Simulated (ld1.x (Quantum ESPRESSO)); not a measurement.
**Before and after: RRKJ potential for Co (Z = 27)**

cobalt, norm-conserving RRKJ (Kleinman–Bylander form), made with ld1.x (Quantum ESPRESSO) 7.5 (LDA (PZ), scalar-relativistic). Core [Ar], reference 3d7 4s2 4p0. Waves: 4p (bound, empty): rc 2.15 bohr; 3d (bound): rc 1.65 bohr; 4s (bound): rc 2.35 bohr. Local part: the s channel. Core correction: a·sin(br)/r model core inside 1.15 bohr. rho0 = 0.001.

Change: wave 3d (bound): rc 1.65 bohr becomes 3d (bound): rc 1.86 bohr.

Cutoffs: the cutoffs (Ry, on a coarse ladder) from which the occupation-weighted sum of valence levels, in a spherical-Bessel basis at the reference potential, stays within 10 and 1 mRy of its value at 400 Ry; they do not see the model core or the augmentation charge, which bear on the density cutoff. Errors are all-electron minus pseudo energies relative to the spin-unpolarised reference configuration.

Question: How do hardness, ghosts and transferability respond?

Answer: The potential gets softer (70 Ry and 100 Ry → 50 Ry and 80 Ry); of the 9 tests that both files solve, the error grows in 0 and shrinks in 9 by more than 15 % and 0.3 meV (median size 209.2 → 63.8 meV); neither file shows a bound ghost. A larger radius leaves more room for a smooth pseudo-wave, so fewer plane waves are needed. That the errors move this way runs against the usual rule that smaller radii transfer better.

| quantity | base | changed |
| --- | --- | --- |
| cutoff, loose | 70 Ry | 50 Ry |
| cutoff, tight | 100 Ry | 80 Ry |
| loose cutoff by channel (10 mRy a level) | d 60 Ry, s 8 Ry | d 45 Ry, s 8 Ry |
| bound ghosts | none | none |
| error for 3d7 4s1 4p0, meV [ΔE 9.30 eV] | -2.4 | -0.2 |
| error for 3d7 4s0 4p0, meV [ΔE 26.38 eV] | -22 | -12 |
| error for 3d6 4s0 4p0, meV [ΔE 62.57 eV] | -373 | -285 |
| error for 3d8 4s0 4p0, meV [ΔE 6.71 eV] | -209 | -71 |
| error for 3d6 4s2 4p0, meV [ΔE 15.46 eV] | -176 | -32 |
| error for 3d7.5 4s1.5 4p0, meV [ΔE -0.98 eV] | -43 | -20 |
| error for 3d6 4s2 4p1, meV [ΔE 9.77 eV] | -219 | -64 |
| error for 3d7 4s2 4p0 (spin-polarised), meV [ΔE -1.98 eV] | +440 | +339 |
| error for 3d7 4s1 4p0 (spin-polarised), meV [ΔE 6.72 eV] | +443 | +361 |
| s: phases at 2.55 bohr within 0.05 rad from the reference energy up to (Ry; the scan ends near 5) | 2.6 | 2.6 |
| p: phases at 2.55 bohr within 0.05 rad from the reference energy up to (Ry; the scan ends near 5) | to the end of the scan | to the end of the scan |
| d: phases at 2.55 bohr within 0.05 rad from the reference energy up to (Ry; the scan ends near 5) | 0.5 | 0.5 |
